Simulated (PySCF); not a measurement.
This PySCF input asks for the NMR shieldings of `C#CB(Cl)OC(C)C`, C5H8BClO; the geometry comes from GFN2-xTB.

```python
import basis_set_exchange as bse
import numpy as np
from pyscf import gto, dft
from pyscf.prop import nmr

atoms = """
C     3.982424   -0.463544    0.847331
C     2.858766   -0.493375    0.419838
B     1.461294   -0.588491   -0.172435
Cl    1.217055   -1.738346   -1.491567
O     0.487059    0.172759    0.287637
C    -0.866277    0.193327   -0.151471
C    -1.668413   -0.825250    0.654034
C    -1.393331    1.611362    0.038581
H     4.961333   -0.428463    1.229880
H    -0.900512   -0.081047   -1.215022
H    -2.705719   -0.818490    0.331229
H    -1.621269   -0.581875    1.712973
H    -1.259969   -1.822189    0.504775
H    -1.319051    1.894379    1.085415
H    -0.808650    2.312110   -0.551948
H    -2.432340    1.666075   -0.273176
"""
names = dict.fromkeys(["C", "B", "Cl", "O", "H"], "pcSseg-1")
basis = {el: gto.basis.parse(bse.get_basis(n, elements=[el], fmt="nwchem")) for el, n in names.items()}
mol = gto.M(atom=atoms, basis=basis, charge=0, verbose=0)
mf = dft.RKS(mol, xc="PBE0")
mf.grids.level = 2
mf.grids.alignment = dft.numint.BLKSIZE   # the property module wants whole blocks of grid points
mf.conv_tol = 1e-9
mf.kernel()

calc = nmr.RKS(mf)   # GIAO
C = mf.mo_coeff
Co = C[:, mf.mo_occ > 0]
resp = mf.gen_response(singlet=True, hermi=2)
def vind(x):   # induced exchange potential for any number of trial vectors
    d = np.einsum("pi,xij,qj->xpq", C, 2 * x.reshape(-1, C.shape[1], Co.shape[1]), Co, optimize=True)
    return np.einsum("xpq,pi,qj->xij", resp(d - d.transpose(0, 2, 1)), C, Co, optimize=True).ravel()
mo1, _ = nmr.rhf.solve_mo1(calc, with_cphf=vind)
sigma = calc.kernel(mo1)
for i, s in enumerate(sigma):   # ppm
    w = np.linalg.eigvalsh((s + s.T) / 2)
    print("%2d %-2s iso %8.1f  s11 %8.1f  s22 %8.1f  s33 %8.1f" % (i, mol.atom_pure_symbol(i), w.mean(), *w))
```

Task: Give the expected output.

Result: 
```
 0 C  iso     86.1  s11      7.9  s22     23.9  s33    226.5
 1 C  iso     97.0  s11     -7.0  s22      4.1  s33    294.0
 2 B  iso     75.8  s11     59.4  s22     75.8  s33     92.1
 3 Cl iso    789.2  s11    515.1  s22    911.1  s33    941.5
 4 O  iso    112.3  s11    -48.1  s22    105.9  s33    279.2
 5 C  iso    113.8  s11     81.0  s22    104.3  s33    156.0
 6 C  iso    160.8  s11    140.7  s22    155.7  s33    186.1
 7 C  iso    161.5  s11    144.1  s22    153.9  s33    186.4
 8 H  iso     29.4  s11     24.8  s22     25.0  s33     38.4
 9 H  iso     26.9  s11     23.1  s22     27.9  s33     29.6
10 H  iso     30.7  s11     26.6  s22     28.0  s33     37.4
11 H  iso     30.4  s11     27.7  s22     28.3  s33     35.3
12 H  iso     30.1  s11     25.0  s22     30.5  s33     34.8
13 H  iso     30.2  s11     27.1  s22     28.4  s33     35.1
14 H  iso     30.2  s11     26.0  s22     28.2  s33     36.3
15 H  iso     30.7  s11     26.5  s22     28.3  s33     37.2
```

These numbers come from an equivalent density-fitted implementation of the same equations, which agrees with the script to about 0.01 ppm for H and up to a few tenths of a ppm for heavy atoms, so last digits may differ.

Size and cost of the density-fitted run: 183 basis functions, 53 s wall time on 1 thread of an Arm Neoverse N1, shared host; peak memory 0.83 GiB.
